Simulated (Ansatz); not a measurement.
`C=C([SiH3])[SiH2]O` + `O[Si]Br` → `[SiH3]O[Si]Br` + `C=C[SiH2]O`  (ligand exchange at the Si–C bond)

Computed with Ansatz on PBE0-D4/def2-TZVP structures; ΔE is electronic, products minus reactants. CBS: MP2 limit from def2 TZ/QZ plus the TZ coupled-cluster correction, frozen cores. Functionals use def2-TZVPP. B3LYP here is the variant with VWN-RPA as its local correlation; programs differ in this. For Br outer-core shells are correlated without core-valence functions, which leaves a few kJ/mol of doubt a bond. Scalar relativity is left out up to krypton. One conformer a species, not always the lowest.

`C=C([SiH3])[SiH2]O`:

```xyz
13

C    -0.538   -0.922   -1.193
C     0.056   -0.312   -0.161
Si    1.109   -1.309    1.011
Si   -0.187    1.520    0.072
O    -1.311    2.132   -0.967
H    -1.161   -0.379   -1.902
H    -0.428   -1.988   -1.383
H     0.524   -1.301    2.379
H     1.197   -2.711    0.522
H     2.478   -0.732    1.107
H     1.075    2.244   -0.217
H    -0.581    1.770    1.488
H    -2.234    1.988   -0.755
```

`O[Si]Br`:

Z-matrix (Å, degrees):
```
O
Si 1 1.636
H 1 0.963 2 120.7
Br 2 2.289 1 101.2 3 0.0
```

`[SiH3]O[Si]Br`:

```xyz
7

Si    0.420   -0.654    0.530
O     0.403    0.974    0.190
Si   -0.307    2.125   -0.714
Br   -1.825    0.901   -1.919
H    -0.911   -1.071    1.030
H     0.774   -1.411   -0.693
H     1.447   -0.864    1.577
```

`C=C[SiH2]O`:

Cartesian coordinates in Å:
```
C -0.274 1.295 0.969
C 0.025 -0.001 0.982
Si 0.061 -1.043 -0.556
O -0.148 -0.123 -1.909
H -0.527 1.809 0.045
H -0.289 1.898 1.872
H 0.264 -0.466 1.938
H 1.356 -1.780 -0.603
H -1.052 -2.024 -0.560
H 0.583 0.434 -2.178
```

(1) Is it downhill or uphill in electronic energy at CCSD(T)/CBS, and by how much? (Best estimate.)

(2) What do these levels give: PBE-D4, PBE0-D4, B3LYP-D4, ωB97X-V, ωB97M-V, B2PLYP, PBE0, SCS-MP2/def2-TZVPP, MP2/def2-QZVPP, SCS-MP2/def2-QZVPP, MP2/CBS(def2), CCSD/CBS(def2)? (Best estimate.)

Largest T1 diagnostic among the species: 0.012.

Results:

(1) The calculation gave: Downhill: ΔE = -93.5 kJ/mol.

(2) Ansatz gave: PBE-D4 -77.6, PBE0-D4 -83.0, B3LYP-D4 -95.1, ωB97X-V -91.8, ωB97M-V -91.2, B2PLYP -96.7, PBE0 -84.0, SCS-MP2/def2-TZVPP -98.0, MP2/def2-QZVPP -93.6, SCS-MP2/def2-QZVPP -98.6, MP2/CBS(def2) -93.1, CCSD/CBS(def2) -97.1 kJ/mol.

In def2-TZVPP, CCSD(T) changes the Hartree–Fock value by +21.7 kJ/mol (the triples alone add +3.6 kJ/mol) and MP2 by +22.1 kJ/mol. From PBE to PBE0 (25 % exact exchange), in def2-TZVPP and without D4, ΔE moves by −5.2 kJ/mol.
